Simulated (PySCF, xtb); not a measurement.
CH3Cl4Nb, SMILES [CH3][Nb]([Cl])([Cl])([Cl])[Cl], multiplicity 1.

Harmonic wavenumbers (cm⁻¹) from GFN2-xTB run with xtb 6.7.1 at its own minimum, in rising order: 29, 59, 77, 122, 124, 133, 149, 221, 235, 285, 327, 332, 374, 665, 757, 1274, 1450, 1454, 2951, 2964, 2997.

### Question
What does B3LYP-D3(BJ)/def2-SVP run with PySCF 2.14.0 give at its own minimum? (An estimate is asked for; the answer gives what the named calculation found.)

### Answer
61, 67, 83, 145, 159, 162, 168, 275, 330, 388, 397, 418, 516, 621, 737, 1185, 1388, 1407, 3014, 3132, 3185. Paired by order, the mean absolute difference is 66 cm⁻¹ and the zero-point energies are 24.3 and 25.5 kcal/mol.
